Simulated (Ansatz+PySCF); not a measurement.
## doublet BeH: levels of theory in one basis

```xyz
2

Be    0.0000    0.0000   -0.5434
H     0.0000    0.0000    2.1737
```

Basis set: 6-31G (spherical functions). All electrons are correlated. Correlation on ROHF uses semicanonical orbitals with singles. Charge 0, multiplicity 2.

Computed with Ansatz (development build ahead of 0.2.0); each method stands on the lowest determinant of its kind that the runs found.

```json
{"method": "ROHF", "E − E(ROHF) (eV)": "0.00", "<S²> of the determinant": "0.75"}
{"method": "UHF", "E − E(ROHF) (eV)": "-0.17", "<S²> of the determinant": "1.01"}
{"method": "ROHF-MP2", "E − E(ROHF) (eV)": "-0.68", "<S²> of the determinant": "–"}
{"method": "ROHF-CCSD", "E − E(ROHF) (eV)": "-1.32", "<S²> of the determinant": "–"}
{"method": "ROHF-CCSD(T)", "E − E(ROHF) (eV)": "-1.32", "<S²> of the determinant": "–"}
{"method": "full CI (lowest root of this spin)", "E − E(ROHF) (eV)": "-1.32", "<S²> of the determinant": "–"}
```

What does UHF-MP2 give on the same scale?

-0.63 eV.

At such a shape the full CI root can have another spatial symmetry than the determinants, so the rows needn't describe one state.

Is a single determinant a sound starting point here?

Only with care. Unrestricted orbitals gain 0.17 eV and <S²> is 1.01 against 0.75 for a pure state, a contamination that matters most for the unrestricted series.

Caution for UHF, UHF-MP2: the unrestricted determinant is spin contaminated. Caution for ROHF-MP2, UHF-MP2, ROHF-CCSD, ROHF-CCSD(T): bonds are stretched, where a single reference can fail.
